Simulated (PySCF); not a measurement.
**What settings do to a single point of [Ce(S2)]2+**

The sound run of [Ce(S2)]2+ (singlet) uses PySCF 2.14.0, RKS r2SCAN, Ce lcecp-2-SVP with ECP46, S def2-SVP; non-relativistic Hamiltonian with scalar-relativistic core potentials where named; density fitting; no spin-orbit coupling, grid (50, 194), threshold 1e-8 Eh and 55 cycles, at the relaxed geometry:

```xyz
3

Ce    0.0000    0.0000   -0.5957
S     1.0596    0.0000    1.5994
S    -1.0596    0.0000    1.5994
```

There Ce1 has a Mulliken charge of 1.74 e and the dipole about the centre of mass is 4.70 D. Each run below changes one thing and starts from free metal ions and neutral atoms unless it says otherwise; with 55 cycles, smearing, a level shift and second-order steps follow where DIIS fails, and their cycles count. Energy shifts count from the sound run. On f atoms grids over 110 angular points are at least (60, 302).

| change | outcome | cycles | energy shift (eV) | largest force component (eV/Å) | charge on Ce1 (e) | dipole about the centre of mass (D) |
| --- | --- | --- | --- | --- | --- | --- |
| spin (2S) set to 3, limit 60 cycles | refused | – | – | – | – | – |
| grid (10, 14) | converged | 10 | 0.17 | 7.54 | 1.35 | 0.72 |
| start from a density of up to 30 smeared cycles (not counted) | converged | 7 | 0.0000 | 0.00 | 1.74 | 4.70 |

(1) How does the run with this change end: threshold 0.0001?

Unsound on purpose, so not properties of the compound: grid (10, 14).

Forces carry noise of the integration grid, about 0.01 to 0.03 eV/Å.

No frequency check is given that shows the relaxed geometry to be a minimum.

Answers

(1) outcome converged, cycles 7, energy shift (eV) 0.0005, largest force component (eV/Å) 0.02, charge on Ce1 (e) 1.73, dipole about the centre of mass (D) 4.59.
